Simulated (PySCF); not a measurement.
## Stretching CdTe

Set-up: basis Cd cc-pVTZ-PP with ECP28, Te cc-pVTZ-PP with ECP28; scalar-relativistic core potentials; PySCF 2.14. Energies in eV from Cd + Te in their ground configurations at the same level. All curves are PBE0. state 1: ³Π (triplet), unpaired electrons σ ↑, π ↑; state 2: ¹Σ⁺ (singlet), closed shell, a second solution, started from another occupation; state 3: Ms = 0 determinant of mixed spin (⟨S²⟩ near 1.0), unpaired electrons σ ↓, π ↑, a second solution, started from another occupation.

| R (Å) | state 1 | state 2 | state 3 |
| --- | --- | --- | --- |
| 2.404 | -0.1212 | -0.5636 | -0.0187 |
| 2.515 | -0.4461 | -0.6716 | -0.3381 |
| 2.627 | -0.6120 | -0.6415 | -0.4954 |
| 2.711 | -0.6657 | -0.5623 | -0.5408 |
| 2.795 | -0.6780 | -0.4531 | -0.5431 |
| 2.879 | -0.6616 | -0.3265 | -0.5152 |
| 2.991 | -0.6116 | -0.1450 | -0.4479 |
| 3.130 | -0.5268 | 0.0821 | -0.3393 |
| 3.298 | -0.4185 | 0.3350 | -0.2019 |
| 3.522 | -0.2916 | 0.6208 | -0.0396 |

Problem. Put a parabola through the three lowest points of the state 1 curve and estimate Re, k and ωe (reduced mass 60.69 u; 1 eV/Å² = 0.16022 mdyn/Å; ωe = 1302.8·√(k/μ) cm⁻¹).

Solution. Through R = 2.711, 2.795, 2.879 Å the second-order coefficient is 2.03 eV/Å², so Re ≈ 2.789 Å, k ≈ 0.652 mdyn/Å and ωe ≈ 135 cm⁻¹. A polynomial fit of higher order to the unrounded PBE0 energies gives Re = 2.784 Å, k = 0.682 mdyn/Å, ωe = 138 cm⁻¹; anharmonicity and rounding make the difference.

The higher-order fit for each curve: state 1: Re = 2.784 Å, ωe = 138 cm⁻¹, De = 0.68 eV; state 2: Re = 2.540 Å, ωe = 209 cm⁻¹, minimum 0.67 eV below the ground-state fragments; state 3: Re = 2.757 Å, ωe = 150 cm⁻¹, minimum 0.55 eV below the ground-state fragments.

Spin–orbit coupling is left out, which matters for elements this heavy, above all for dissociation energies. The state was picked by a PBE0 search and need not be the measured ground state.
